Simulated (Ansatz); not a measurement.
`CO[Si](O)(O)O[SiH3]` and `C=C[Si](O)(O)O[SiH3]` differ in one atom or group.

Ansatz, PBE0-D4/def2-TZVP geometries, multiplicity 1. Each molecule was computed in one conformer, which needn't be the lowest.

```tsv
property	`CO[Si](O)(O)O[SiH3]`
LUMO energy (B3LYP/def2-TZVPP) / eV	-0.11
HOMO energy (ωB97M-V/def2-TZVPP) / eV	-10.85
LUMO energy (PBE/def2-TZVPP) / eV	-0.71
HOMO–LUMO gap (B3LYP/def2-TZVPP) / eV	8.06
size of the dipole moment (B3LYP/def2-TZVPP) / D	1.33
HOMO energy (B3LYP/def2-TZVPP) / eV	-8.17
```

Task: What does the change do to each property? (Estimate.)

Result: The calculation gave: 
| property | `C=C[Si](O)(O)O[SiH3]` | shift |
| --- | --- | --- |
| LUMO energy (B3LYP/def2-TZVPP) / eV | -0.64 | -0.53 |
| HOMO energy (ωB97M-V/def2-TZVPP) / eV | -10.33 | 0.52 |
| LUMO energy (PBE/def2-TZVPP) / eV | -1.45 | -0.74 |
| HOMO–LUMO gap (B3LYP/def2-TZVPP) / eV | 7.15 | -0.91 |
| size of the dipole moment (B3LYP/def2-TZVPP) / D | 1.25 | -0.08 |
| HOMO energy (B3LYP/def2-TZVPP) / eV | -7.79 | 0.38 |

With PBE0 the HOMO rises by 0.37 eV and the LUMO falls by 0.60 eV, so the gap narrows by about 0.97 eV. PBE moves the HOMO by -0.10 eV and ωB97M-V by 0.52 eV. Dipoles are sizes alone; their direction can turn.

B3LYP here is the variant with VWN-RPA as its local correlation; programs differ in this.
